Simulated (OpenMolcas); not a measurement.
Lines of Ni VIII: computed and rescaled rates

- Program: OpenMolcas 26.06
- Method: MS-CASPT2, IPEA 0.25 Eh, imaginary shift 0.1 Eh (closed shells correlated: 3s 3p)
- Basis: ANO-RCC-VTZP [6s5p3d2f1g]
- Scalar Hamiltonian: DKH2, point nucleus
- Active space: 3 electrons in 5 orbitals (3d)
- State averaging: 2S+1 = 4 even, 10 roots; 2S+1 = 2 even, 40 roots kept (CI in the orbitals of an earlier block)
- Spin-orbit coupling: RASSI with atomic mean-field integrals over the reference wave functions, term energies averaged over their components

Rates come from the transition moments of the reference wave functions (E1 and E2 in the length form). At fixed line strength A goes as λ^-3 for E1 and M1 and as λ^-5 for E2, so a rate at the computed wavelength can be rescaled to the measured one. Measured vacuum wavelengths follow from level energies in Corliss and Sugar, J. Phys. Chem. Ref. Data 10, 197 (1981). Branching counts decays inside the model space alone, at computed energies, and the table is only a selection of the E2 and M1 lines, drawn from those between levels with measured partners whose computed energy lies within a factor of 1.5 of the measured one.

```
     Upper       Lower  Type  λ computed (nm)  λ measured (nm)  A computed (s-1)  A rescaled (s-1)  Branching %
3d3 4P 1/2  3d3 4F 3/2    E2            411.3            429.9          1.04e-01          8.34e-02         64.6
3d3 4F 9/2  3d3 4F 7/2    M1             6431             6506          1.02e-01          9.85e-02        100.0
3d3 4F 7/2  3d3 4F 5/2    M1             7667             8532          9.63e-02          6.99e-02        100.0
3d3 4P 5/2  3d3 4F 9/2    E2            454.1            477.4          7.58e-02          5.90e-02         42.4
3d3 4P 3/2  3d3 4F 7/2    E2            449.3            464.6          5.52e-02          4.67e-02         31.7
3d3 4P 1/2  3d3 4F 5/2    E2            428.8            449.5          5.51e-02          4.35e-02         34.3
3d3 4P 3/2  3d3 4F 5/2    E2            424.4            440.6          5.31e-02          4.40e-02         30.5
3d3 4F 5/2  3d3 4F 3/2    M1            10100             9881          4.19e-02          4.47e-02        100.0
3d3 4P 5/2  3d3 4P 3/2    M1             7577            10430          3.57e-02          1.37e-02         20.0
3d3 4P 5/2  3d3 4F 7/2    E2            424.1            444.7          3.42e-02          2.70e-02         19.1
3d3 4P 3/2  3d3 4F 3/2    M1            407.3            421.8          2.82e-02                           16.2
3d3 4P 3/2  3d3 4F 3/2    E2            407.3            421.8          2.17e-02          1.82e-02         12.5
3d3 4P 3/2  3d3 4F 5/2    M1            424.4            440.6          1.56e-02                            9.0
3d3 4P 5/2  3d3 4F 7/2    M1            424.1            444.7          1.38e-02                            7.7
3d3 4P 5/2  3d3 4F 5/2    E2            401.9            422.7          1.00e-02          7.77e-03          5.6
3d3 4P 5/2  3d3 4F 5/2    M1            401.9            422.7          6.55e-03                            3.7
```

Spin-changing lines and M1 lines between different terms are not rescaled, since their strength hangs on the term gaps too.

The largest correction is for 3d3 4P 5/2 → 3d3 4P 3/2 (M1): 3.57e-02 × (7577 / 10430)^3 = 1.37e-02 s-1, a factor of 0.38.

The computed rate and branching of 3d3 4F 5/2 → 3d3 4F 3/2 give the upper level a radiative lifetime of 1.000 / 4.19e-02 s-1 = 2.39e+01 s, counting decays inside the model space alone. The rescaled rate gives about 2.2e+01 s.

These are rates of the free ion; in crystals, glasses and complexes forced electric-dipole and non-radiative decay shorten such lifetimes by orders of magnitude. No measured rate stands beside these. Rescaling mends the energy factor alone: line strengths can still be far off where a level mixes with configurations outside the active space, and weak or spin-changing lines hang on small mixing coefficients that depend on the term gaps too, so rescaling need not improve them.

Term energies are means over components that CASPT2 splits; among the terms shown or strongly mixed into the levels shown the widest spread is 750 cm-1 (3d3 4F). Measured partners are found by configuration, term and J. A level has none where our copy of the source lacks it or the pairing is in doubt (some pairs that miss far off the trend of their configuration count as doubtful). Only configurations of the active space appear.
